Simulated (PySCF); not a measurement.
Species: C2H9NO2Si.
Bonds: C1–N2, N2–C3, N2–Si4, Si4–O5, Si4–O6. Hydrogens: H7, H8, H9 on C1; H10, H11, H12 on C3; H13 on Si4; H14 on O5; H15 on O6.

Method: PySCF 2.14.0, PBE0-D3(BJ)/def2-SVP geometry optimisation, gas phase; density fitting, grid level 1; the optimiser is geomeTRIC in internal coordinates, started from a GFN2-xTB structure with every atom displaced at random (about 0.01 Å).

Step 2: E = -15665.1489 eV
```
atom  x, y, z in Å  |  force x, y, z in eV/Å
C1     -1.5932   -0.5731   -0.0746   -0.045   0.035  -0.005
N2     -0.3436    0.1222    0.1117    0.126  -0.132  -0.079
C3     -0.4503    1.5341    0.3576   -0.131   0.060   0.005
Si4     1.1178   -0.6039   -0.4647    0.141   0.111   0.094
O5      2.4101    0.1595    0.2544   -0.141  -0.023  -0.007
O6      1.1382   -2.2014   -0.0485    0.005  -0.066  -0.004
H7     -2.1802   -0.1846   -0.9318   -0.017   0.003   0.010
H8     -1.4102   -1.6454   -0.2515    0.016   0.076   0.015
H9     -2.2325   -0.4929    0.8253   -0.004   0.018  -0.008
H10    -1.1003    1.7377    1.2292    0.013  -0.002   0.012
H11     0.5359    1.9638    0.5889   -0.003  -0.034   0.003
H12    -0.8754    2.1002   -0.4997    0.008  -0.036   0.038
H13     1.2732   -0.5985   -1.9452    0.003  -0.013  -0.002
H14     2.6226    1.0608    0.0034    0.035  -0.019  -0.072
H15     1.0769   -2.3876    0.8937   -0.007   0.023   0.001
```

Step 3: E = -15665.1543 eV
```
atom  x, y, z in Å  |  force x, y, z in eV/Å
C1     -1.5985   -0.5549   -0.0985   -0.033   0.153  -0.005
N2     -0.3330    0.1075    0.1020   -0.231   0.209  -0.065
C3     -0.4699    1.5135    0.3824    0.304  -0.080   0.223
Si4     1.1344   -0.6090   -0.4653   -0.075  -0.151  -0.054
O5      2.4179    0.1739    0.2256    0.078   0.359   0.053
O6      1.1553   -2.1922    0.0008    0.031  -0.114   0.000
H7     -2.1757   -0.1327   -0.9480    0.020  -0.014   0.032
H8     -1.4403   -1.6177   -0.2958    0.021  -0.265  -0.031
H9     -2.2389   -0.4708    0.8023    0.052  -0.011  -0.046
H10    -1.1193    1.6798    1.2615   -0.010  -0.013   0.017
H11     0.5128    1.9438    0.6287   -0.023   0.040  -0.011
H12    -0.9017    2.0938   -0.4522   -0.072   0.042  -0.147
H13     1.3061   -0.6552   -1.9459   -0.055   0.020   0.036
H14     2.6516    1.0500   -0.0991    0.017  -0.182   0.011
H15     1.0879   -2.3387    0.9497   -0.024   0.007  -0.014
```

Step 4: E = -15665.1643 eV
```
atom  x, y, z in Å  |  force x, y, z in eV/Å
C1     -1.6005   -0.5606   -0.1149   -0.022   0.186   0.017
N2     -0.3418    0.1111    0.0976   -0.039   0.108  -0.074
C3     -0.4595    1.5148    0.3979    0.109  -0.108   0.152
Si4     1.1278   -0.6089   -0.4596   -0.095  -0.141  -0.049
O5      2.4048    0.1972    0.2173    0.068   0.250   0.090
O6      1.1533   -2.1891    0.0222    0.054  -0.052  -0.012
H7     -2.1768   -0.1395   -0.9645    0.014  -0.011   0.009
H8     -1.4321   -1.6244   -0.3149    0.016  -0.158  -0.015
H9     -2.2451   -0.4846    0.7820    0.012  -0.022  -0.012
H10    -1.1076    1.6754    1.2795   -0.012   0.005   0.006
H11     0.5269    1.9323    0.6496   -0.017   0.007  -0.022
H12    -0.8869    2.1071   -0.4326   -0.050   0.048  -0.084
H13     1.2972   -0.6698   -1.9387   -0.045   0.006   0.012
H14     2.6508    1.0532   -0.1449    0.034  -0.112  -0.018
H15     1.0784   -2.3233    0.9722   -0.027  -0.004   0.001
```

Step 5: E = -15665.1809 eV
```
atom  x, y, z in Å  |  force x, y, z in eV/Å
C1     -1.6053   -0.5585   -0.1695    0.006   0.145   0.040
N2     -0.3555    0.1162    0.0797    0.174   0.003  -0.060
C3     -0.4511    1.5041    0.4533   -0.131  -0.114   0.037
Si4     1.1209   -0.6108   -0.4449   -0.135  -0.157  -0.049
O5      2.3755    0.2719    0.1781    0.061   0.099   0.161
O6      1.1683   -2.1715    0.1069    0.090   0.058  -0.026
H7     -2.1704   -0.1209   -1.0171    0.000  -0.013  -0.021
H8     -1.4262   -1.6220   -0.3891   -0.008   0.015   0.007
H9     -2.2641   -0.5068    0.7170   -0.029  -0.036   0.026
H10    -1.0954    1.6258    1.3446   -0.015   0.024  -0.012
H11     0.5411    1.8949    0.7199    0.000  -0.014  -0.043
H12    -0.8783    2.1376   -0.3505   -0.008   0.035   0.018
H13     1.2849   -0.7426   -1.9186   -0.032  -0.004  -0.014
H14     2.6840    1.0305   -0.3212    0.061  -0.014  -0.069
H15     1.0606   -2.2569    1.0596   -0.033  -0.026   0.005
```

Q: Estimate the geometry and energy of step 6. (The exact step hangs on the optimiser's Hessian estimate; all steps are aligned on step 5, rigid shifts and turns removed.)

A: E = -15665.1939 eV, largest force 0.234 eV/Å
```
atom  x, y, z in Å  |  force x, y, z in eV/Å
C1     -1.6064   -0.5450   -0.2258    0.032   0.008   0.049
N2     -0.3622    0.1262    0.0558    0.202  -0.049  -0.026
C3     -0.4609    1.4886    0.5127   -0.217  -0.056  -0.070
Si4     1.1213   -0.6078   -0.4315   -0.103  -0.115  -0.020
O5      2.3501    0.3571    0.1265   -0.021  -0.009   0.170
O6      1.2003   -2.1402    0.1993    0.081   0.095  -0.020
H7     -2.1620   -0.0874   -1.0681   -0.005  -0.002  -0.030
H8     -1.4238   -1.6069   -0.4698   -0.022   0.138   0.016
H9     -2.2765   -0.5217    0.6529   -0.040  -0.027   0.039
H10    -1.0969    1.5542    1.4165   -0.004   0.023  -0.013
H11     0.5330    1.8697    0.7822    0.016   0.000  -0.051
H12    -0.9068    2.1608   -0.2517    0.032   0.000   0.081
H13     1.2773   -0.8267   -1.8948   -0.010   0.013  -0.025
H14     2.7623    0.9492   -0.5040    0.081   0.016  -0.096
H15     1.0400   -2.1792    1.1479   -0.024  -0.035  -0.004
```

The energy changes by -0.0130 eV. The first-order estimate −F·Δx gives -0.0203 eV and the mean of the old and new forces, exact on a quadratic surface, -0.0147 eV. The step makes an angle of 83° with the force vector and moves no atom by more than 0.215 Å.

The cost below is that of the whole optimisation. Hardware: AMD EPYC, one thread, shared host with 64 logical CPUs at a one-minute load of 60. Cost: 3.8 min of wall time, 0.58 GiB resident at most.
